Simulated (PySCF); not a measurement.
## Two-dimensional NMR puzzle

Compound of formula C₇H₁₃OP. Correlations simulated from computed shifts and the bond graph:

HSQC (one-bond C–H):
```tsv
δH	δC
2.29	97.8
1.48	17.1
1.22	24.3
```

HMBC (two and three bonds, from the bond graph):
```tsv
δH	δC
2.29	85.7
1.48	85.7, 37.7
1.22	37.7, 24.3
```

Carbons without hydrogens: δ 85.7, 37.7.

A single conformation, one averaged value for each set of equivalent atoms, isolated molecule, relativity neglected. PBE0/pcSseg-1 with gauge-including orbitals; geometry: GFN2-xTB; PySCF 2.14.

Shifts are taken against calculated references (same method and geometry level): ¹H and ¹³C vs TMS.

Exchangeable hydrogens are left out of these lists.

**Question.** Work out the connectivity.

**Answer.** `O=[P@@](C#C)(C)C(C)(C)C`.

Mapped SMILES: `[CH:1]#[C:2][P@@:3]([CH3:4])(=[O:5])[C:6]([CH3:7])([CH3:8])[CH3:9]`. Each H is labelled by its parent atom.

- δC 97.8 is C1, a terminal alkyne carbon (δH 2.29).
- δC 85.7 is C2, an alkyne carbon.
- δC 37.7 is C6, a fully substituted sp3 carbon bonded to P.
- δC 24.3 is C7/C8/C9, a methyl carbon (δH 1.22).
- δC 17.1 is C4, a methyl carbon bonded to P (δH 1.48).
- HMBC from δH 2.29 reaches the proton-free carbon C2.
- HMBC from δH 1.48 reaches the proton-free carbons C2, C6.
- HMBC from δH 1.22 reaches the proton-free carbon C6.

The shifts were computed for this structure.

Shifts are as computed. Against solution values, carbons near 30 ppm lie about +3 ppm off and those near 130 ppm about +5 ppm. Of 1211 compounds with measured shifts, 218 miss one by over three times the rms of a fit or turn the order of signals round; such compounds aren't used in these exercises.
